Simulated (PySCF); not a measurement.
# `C(/C(C(=O)Cl)=C\Cl)(F)(F)F`, C4HCl2F3O

Molfile (atoms numbered from 1):
```
C4HCl2F3O
     RDKit          3D

 11 10  0  0  0  0  0  0  0  0999 V2000
    2.3465    0.7951   -0.4128 O   0  0  0  0  0  0  0  0  0  0  0  0
    1.5462   -0.0292   -0.0972 C   0  0  0  0  0  0  0  0  0  0  0  0
    2.0527   -1.6252    0.3848 Cl  0  0  0  0  0  0  0  0  0  0  0  0
    0.0821    0.1928   -0.0724 C   0  0  0  0  0  0  0  0  0  0  0  0
   -0.3287    1.4314   -0.4092 C   0  0  0  0  0  0  0  0  0  0  0  0
   -1.8966    2.0214   -0.4722 Cl  0  0  0  0  0  0  0  0  0  0  0  0
   -0.8296   -0.9445    0.3294 C   0  0  0  0  0  0  0  0  0  0  0  0
   -0.6017   -1.3487    1.5868 F   0  0  0  0  0  0  0  0  0  0  0  0
   -2.1257   -0.6254    0.2747 F   0  0  0  0  0  0  0  0  0  0  0  0
   -0.6814   -2.0139   -0.4636 F   0  0  0  0  0  0  0  0  0  0  0  0
    0.4414    2.1489   -0.6742 H   0  0  0  0  0  0  0  0  0  0  0  0
  1  2  2  0
  2  3  1  0
  2  4  1  0
  4  5  2  0
  5  6  1  0
  4  7  1  0
  7  8  1  0
  7  9  1  0
  7 10  1  0
  5 11  1  0
M  END
```

The calculation used GIAO PBE/pcSseg-1 magnetisability, rotational g tensor and spin-rotation constants, non-relativistic, gas phase in PySCF 2.14.0. Geometry: GFN2-xTB.

(1) What are the magnetisability and the molar susceptibility?

(2) Split it along the inertial axes a, b, c into diamagnetic and paramagnetic parts about the centre of mass, with the quadrupole moment.

(3) And the rotational g tensor?

Answers

(1) Isotropic -1330 × 10⁻³⁰ J/T², or -80.1 × 10⁻⁶ cm³/mol; principal values -1479, -1335, -1176 × 10⁻³⁰ J/T², anisotropy 263 × 10⁻³⁰ J/T² (root of half the summed squared differences of the principal values). The susceptibility is in cgs units.

(2) 
| axis | χ (10⁻⁶ cm³/mol) | diamagnetic (10⁻⁶ cm³/mol) | paramagnetic (10⁻⁶ cm³/mol) | summed x² of all electrons (Å²) | quadrupole Θ (D Å) |
| --- | --- | --- | --- | --- | --- |
| a | -80.1 | -854.7 | 774.5 | 315.9 | +2.82 |
| b | -71.1 | -1489.3 | 1418.2 | 166.3 | -4.49 |
| c | -89.1 | -2045.8 | 1956.8 | 35.1 | +1.67 |

Anisotropies 2χaa − χbb − χcc = -0.2 and 2χbb − χaa − χcc = +27.1 × 10⁻⁶ cm³/mol. Θ is traceless in Buckingham's convention.

(3) 
```tsv
axis	rotational constant (GHz)	g	nuclear part	electronic part
a	1.4450	-0.0297	0.4961	-0.5258
b	0.7618	-0.0174	0.4902	-0.5076
c	0.5466	-0.0088	0.4937	-0.5025
```
Asymmetric top; isotopes 12C, 35Cl, 19F, 1H, 16O; no vibrational averaging.
